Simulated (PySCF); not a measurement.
# Tin: a sound run and one with changed settings

Sound run: Sn(2+) [Kr] 4d10 5s2, Sn(3+) [Kr] 4d10 5s1. Calculation: PySCF 2.14, in cc-pVTZ-PP with ECP28MDF (5s4p3d1f, 39 functions); a scalar-relativistic core potential. The sound run starts from symmetry-adapted Hartree-Fock orbitals and uses a fine grid where one is needed.

Changed run: initial guess atom, at most 2 SCF cycles. This setting is unsound on purpose.

| species | method | sound run (hartree) | changed run (hartree) | converged |
| --- | --- | --- | --- | --- |
| Sn(2+) | UHF | -212.58327 | -212.58205 | no |
| Sn(2+) | PBE0 | -213.46625 | -213.46343 | no |
| Sn(2+) | PBE | -213.45973 | -213.45400 | no |
| Sn(3+) | UHF | -211.53456 | -211.53227 | no |
| Sn(3+) | PBE0 | -212.34827 | -212.34265 | no |
| Sn(3+) | PBE | -212.32817 | -212.31757 | no |

The SCF was stopped early; the energies are upper bounds that still move, and correlated levels were skipped or rest on poor orbitals.
